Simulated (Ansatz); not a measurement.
`C=C(O)BF`, one more setting.

```yaml
crystal:
  periodic: [false, false, false]
  atoms:
    - {symbol: C, position_ang: [1.237262, 0.012465, -0.057218]}
    - {symbol: C, position_ang: [-0.076058, -0.241185, -0.116851]}
    - {symbol: O, position_ang: [-0.620197, -1.361215, -0.654731]}
    - {symbol: B, position_ang: [-1.065734, 0.805015, 0.464055]}
    - {symbol: F, position_ang: [-2.366565, 0.588602, 0.423432]}
    - {symbol: H, position_ang: [1.580451, 0.934750, 0.391224]}
    - {symbol: H, position_ang: [1.991568, -0.669534, -0.441435]}
    - {symbol: H, position_ang: [0.078507, -1.937325, -0.982888]}
    - {symbol: H, position_ang: [-0.670634, 1.822128, 0.957212]}
basis:
  gaussian: {orbitals: STO-3G, point_charges: [{charge: -1.00, position_ang: [5.900, 0.912, -0.109]}]}
hamiltonian: {xc: {name: B3LYP5}}
accuracy: high
output: {forces: true}
```

```sh
$ ansatz run in.yaml --threads 2 --pin off --events-out ev --progress --plain --max-ram 4352MiB
```

Output, abridged:

```
Functional definition: B3LYP5
588 factors; integrals over basis functions are off by at most 3.9e-8 eV
mean field evaluation 1: about -7472.8141 eV, gradient 1.4e1 eV
mean field evaluation 2: about -7472.7518 eV, gradient 1.6e1 eV
mean field evaluation 4: about -7473.4663 eV, gradient 1.4e0 eV
mean field evaluation 8: about -7473.4160 eV, gradient 3.2e-2 eV
mean field evaluation 16: about -7473.4160 eV, gradient 1.7e-7 eV
mean field -7473.41596787 eV, -274.6429711558 hartree, gradient 1.9e-8 eV, S^2 0.000000; 0 other end points of the search recorded, 0 dependent functions left out
reference -7473.41599818 eV, -274.6429722698 hartree; 19, 19 occupied and 10, 10 virtual orbitals, 588 factors
Total energy: -7473.41599818 eV, -274.6429722698 hartree
Atom 0 at     1.237262     0.012465    -0.057218 Å, force     0.944112     0.163264     0.044976 eV/Å
Atom 1 at    -0.076058    -0.241185    -0.116851 Å, force     0.367445     1.641482     0.810477 eV/Å
Atom 2 at    -0.620197    -1.361215    -0.654731 Å, force    -4.428222    -0.435267     0.016234 eV/Å
Atom 3 at    -1.065734     0.805015     0.464055 Å, force    -0.454821     0.545700     0.296301 eV/Å
Atom 4 at    -2.366565     0.588602     0.423432 Å, force    -0.032382     0.079636     0.041895 eV/Å
Atom 5 at     1.580451     0.934750     0.391224 Å, force     0.376088     0.385916     0.169802 eV/Å
Atom 6 at     1.991568    -0.669534    -0.441435 Å, force     0.408793    -0.215429    -0.136854 eV/Å
Atom 7 at     0.078507    -1.937325    -0.982888 Å, force     2.925015    -1.704701    -1.019993 eV/Å
Atom 8 at    -0.670634     1.822128     0.957212 Å, force    -0.085733    -0.440681    -0.216027 eV/Å
Dipole moment:     0.313114    -0.143511    -0.090148 e Å
```

Run time 1.6 s (2 threads of an Arm Neoverse V2 on a shared host); peak host memory 0.11 GiB.
